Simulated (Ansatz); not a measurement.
Consider the ligand exchange at the Si–C bond: `CC[SiH](O)F` + `O[SiH2]F` → `O[SiH](F)O[SiH2]F` + `CC`.

Program: Ansatz. Geometries: PBE0-D4/def2-TZVP. ΔE: electronic, gas phase. CBS: MP2 limit from def2 TZ/QZ plus the TZ coupled-cluster correction, frozen cores. This one scheme is used for every species. DFT in def2-TZVPP. B3LYP here is the variant with VWN-RPA as its local correlation; programs differ in this. One conformer a species, not always the lowest.

| level | ΔE (kJ/mol) | difference from CCSD(T)/CBS |
| --- | --- | --- |
| LDA (SPW92) | -122.4 | 15.9 |
| B97M-V | -141.3 | -3.0 |
| B3LYP-D4 | -140.7 | -2.4 |
| ωB97M-V | -134.8 | 3.5 |
| revPBE | -123.3 | 15.0 |
| r2SCAN | -137.2 | 1.1 |
| RPA@PBE/def2-TZVPP | -136.5 | 1.8 |
| HF/def2-SVP | -154.8 | -16.5 |
| CCSD/def2-SVP | -138.8 | -0.5 |
| CCSD/CBS(def2) | -141.7 | -3.4 |
| CCSD(T)/CBS | -138.3 | 0 |

Largest T1 diagnostic among the species: 0.012.

From r2SCAN to r2SCAN0 (25 % exact exchange), in def2-TZVPP and without D4, ΔE moves by −3.1 kJ/mol. Leaving LDA and LC-ωPBE aside and taking each functional with its dispersion term where it has one, the values, not all of them listed here, spread over 28.8 kJ/mol, from BHLYP-D4 to revPBE-D4.
